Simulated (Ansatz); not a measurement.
`C[SiH2][CH2][GeH3]` + HBr → `C[SiH2]Br` + `[CH3][GeH3]`  (ligand exchange at the Si–C bond)

Computed with Ansatz on PBE0-D4/def2-TZVP structures; ΔE is electronic, products minus reactants. CCSD(T)/CBS adds triple-zeta CCSD(T) − MP2 to the extrapolated MP2 energy (def2 sets, frozen cores). DFT in def2-TZVPP. B3LYP here is the variant with VWN-RPA as its local correlation; programs differ in this. For Br, Ge outer-core shells are correlated without core-valence functions, which leaves a few kJ/mol of doubt a bond. Scalar relativity is left out up to krypton. One conformer a species, not always the lowest.

```csv
level,ΔE (kJ/mol),difference from CCSD(T)/CBS
B3LYP-D4,-96.2,-0.3
ωB97X-V,-97.1,-1.2
B2PLYP,-101.4,-5.5
PBE,-99.2,-3.3
r2SCAN,-100.8,-4.9
PBE0,-101.2,-5.3
B3LYP,-104.3,-8.4
SCS-MP2/def2-TZVPP,-96.8,-0.9
HF/def2-QZVPP,-113.1,-17.2
HF/CBS(def2),-113.1,-17.2
CCSD(T)/CBS,-95.9,0
```

Largest T1 diagnostic among the species: 0.011.

In def2-TZVPP, CCSD(T) changes the Hartree–Fock value by +21.7 kJ/mol (the triples alone add +2.3 kJ/mol) and MP2 by +17.3 kJ/mol. The D4 term adds +8.1 kJ/mol with B3LYP and +4.8 kJ/mol with PBE0; it sums over pairs of atoms, weighted by their polarisabilities, and B3LYP, whose exchange is more repulsive, gets the larger term.
